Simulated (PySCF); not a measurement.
As(2+) (arsenic, charge +2): UHF calculation

Configuration: [Ar] 3d10 4s2 4p1, 2P determinant. Computed with PySCF 2.14 in aug-cc-pVQZ-DK (8s7p5d3f2g, 93 functions), with the spin-free X2C one-electron Hamiltonian (Gaussian nucleus).

```json
{
  "Total energy": "-2258.013430 hartree",
  "One-electron energy": "-3120.7132 hartree",
  "Hartree (Coulomb) energy": "944.8934 hartree",
  "Exchange energy": "-82.1936 hartree",
  "⟨S²⟩": "0.7587",
  "⟨L²⟩": "2.026",
  "Sum of ⟨r⟩": "18.98 bohr",
  "Sum of ⟨r²⟩": "22.49 bohr²",
  "Traceless quadrupole moment −½Σ⟨3z² − r²⟩ along its main axis": "-2.20 e·bohr²",
  "Langevin diamagnetic susceptibility": "-17.8 ×10⁻⁶ cm³/mol"
}
```

```tsv
shell	electrons	mean orbital energy (hartree)	spread (hartree)	rms radius, mean of both spins (bohr)
1s α	1	-439.74073	0	0.0524
1s β	1	-439.73716	0	0.0524
2s α	1	-58.57779	0	0.219
2s β	1	-58.57644	0	0.219
2p α	3	-51.29204	0.00218	0.196
2p β	3	-51.28842	0.00712	0.196
3s α	1	-9.07601	0	0.639
3s β	1	-9.06925	0	0.639
3p α	3	-6.73312	0.00212	0.667
3p β	3	-6.72386	0.02397	0.667
3d α	5	-2.86622	0.01378	0.745
3d β	5	-2.86158	0.02366	0.745
4s α	1	-1.43191	0	1.97
4s β	1	-1.33061	0	1.97
4p α	1	-1.02239	0	2.31
```

Densities and radii are taken from the X2C orbitals without a picture-change correction, which distorts them close to the nucleus.

Spin-orbit constants ζ (cm⁻¹) from the X2C one-electron operator on these orbitals: bare nucleus, nucleus screened by l(l+1)(2l+1)/3 electrons, and screened by the Breit-Pauli mean field of the electrons.

| shell | bare | screened nucleus | mean field |
| --- | --- | --- | --- |
| 2p | 203400 | 191100 | n/a |
| 3p | 27820 | 26130 | n/a |
| 3d | 3222 | 2245 | n/a |
| 4p | 1934 | 1816 | n/a |

To first order the Landé constant is A = 1816 cm⁻¹, so the lowest level has J = 1/2 and lies 0.225 eV below the centre of the term.
